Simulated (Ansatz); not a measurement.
`O[SiH]1C=N1` + NH₃ → `N[SiH]1C=N1` + H₂O at 600 K and 1 bar (ligand exchange at the Si–O bond).

Gas-phase electronic energies from Ansatz, PBE0-D4/def2-TZVP geometries. CCSD(T)/CBS is the MP2 limit (def2-TZVPP, def2-QZVPP) plus CCSD(T) − MP2 in def2-TZVPP, frozen cores. This one scheme is used for every species. Each species was taken in one conformer, which may not be the lowest.

| species | CCSD(T)/CBS energy (Eh) | H − E (kJ/mol) | S (J/(mol·K)) |
| --- | --- | --- | --- |
| `O[SiH]1C=N1` | -458.79823 | 154.5 | 353.7 |
| NH₃ | -56.50880 | 112.4 | 219.5 |
| `N[SiH]1C=N1` | -438.91336 | 189.5 | 370.7 |
| H₂O | -76.37941 | 76.8 | 212.8 |

H − E and S are ideal-gas, rigid-rotor, harmonic terms from PBE0-D4/def2-TZVP, for one conformer and one mirror image of each species. 1 Eh = 2625.50 kJ/mol, R = 8.31446 J/(mol·K).

**Question.** By hand: ΔE, ΔH, ΔS and ΔG.

**Answer.** ΔE = (-438.91336) + (-76.37941) − (-458.79823) − (-56.50880) = 0.01426 Eh = 37.4 kJ/mol. Δ(H − E) = 189.5 + 76.8 − 154.5 − 112.4 = -0.6, so ΔH = 36.8 kJ/mol. ΔS = 370.7 + 212.8 − 353.7 − 219.5 = 10.3 J/(mol·K). ΔG = 36.8 − 600 × (10.3)/1000 = 30.6 kJ/mol.

**Question.** By hand: the equilibrium constant, and the temperature at which ΔG would vanish if ΔH and ΔS stayed fixed.

**Answer.** log₁₀ K = −ΔG/(RT ln 10) = -2.7. ΔG = 0 at ΔH/ΔS = 3573 K, far beyond where these terms or the molecules hold.

The number of gas molecules stays the same, so ΔS is small and ΔH decides. A doubt of 5 kJ/mol in ΔE shifts log₁₀ K by 0.4 here. Other conformers and mirror images would add mixing entropy, several J/(mol·K) or more a flexible species. These are equilibria of isolated gas molecules and say nothing of rates. Largest T1 diagnostic: 0.014 (customary marks: 0.02 for closed shells, 0.045 for open ones).
